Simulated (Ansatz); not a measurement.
Geometry optimisation, Ansatz, RKS PBE-D4/def2-SVP.

input.yaml

```yaml
crystal:
  periodic: [false, false, false]
  atoms:
    - { symbol: Ge, position_ang: [0.0, 0.0, 0.0] }
    - { symbol: H, position_ang: [0.0, 0.0, 1.9] }
    - { symbol: H, position_ang: [1.4616, 0.0, -0.5162] }
    - { symbol: O, position_ang: [-0.8337, 1.4443, -0.5894] }
    - { symbol: H, position_ang: [-1.7915, 1.2136, -0.8118] }
    - { symbol: O, position_ang: [-0.8337, -1.4443, -0.5894] }
    - { symbol: H, position_ang: [-1.2883, -1.91, 0.183] }
    - { symbol: Cl, position_ang: [0.9447, 2.1969, 0.7946] }
    - { symbol: H, position_ang: [0.3872, 0.9005, 1.9424] }
basis:
  gaussian: { orbitals: def2-SVP }
hamiltonian:
  xc: pbe
  dispersion: d4
relax:
  f_tol: 0.15
  max_steps: 25
  restrain:
    - { distance: [0, 7], at: 3.42, k: 30.0 }
    - { distance: [8, 1], at: 1.86, k: 30.0 }
    - { distance: [0, 1], at: 1.55, k: 30.0 }
    - { distance: [8, 7], at: 1.37, k: 30.0 }
```

Command:

```bash
$ ansatz run input.yaml --threads 2 --pin off --max-ram 3072MiB --backend cpu --events-out ev --progress --plain --runs-dir out
```

Q: Where does it end, and by what steps?

A: The forces met the threshold. The restraints hold the end off the free minimum; the threshold counts their pulls, which the force column leaves out. Restrained pairs: Ge1–Cl8 (2.52 → 3.42 Å), H2–H9 (0.98 → 1.86 Å), Ge1–H2 (1.90 → 1.56 Å), Cl8–H9 (1.82 → 1.34 Å). After 8 steps the energy has fallen by 2.432 eV (the restraints' own energy left out); Cl8 moved furthest, 1.03 Å.

```csv
step,energy less start (eV),largest force component (eV/Å),accepted
0,0.0000,3.443,yes
1,-0.6057,3.034,yes
2,-1.1665,5.323,yes
3,-1.7774,4.887,yes
4,-2.1921,2.289,yes
5,-2.3619,1.020,yes
6,-2.4112,0.947,yes
7,-2.4253,0.720,yes
8,-2.4322,0.639,yes
```

```xyz
9
Properties=species:S:1:pos:R:3
Ge -0.089 -0.072 -0.041
H -0.153 -0.052 1.514
H 1.332 -0.015 -0.630
O -1.084 1.257 -0.725
H -1.949 0.914 -1.024
O -0.833 -1.628 -0.553
H -1.378 -2.002 0.163
Cl 1.543 2.455 1.594
H 0.658 1.545 2.014
```

Time of the run: 28 s on 2 threads of Intel(R) Xeon(R) Platinum 8259CL CPU @ 2.50GHz (Skylake/Cascade Lake), on a shared host, peak memory 0.16 GiB.
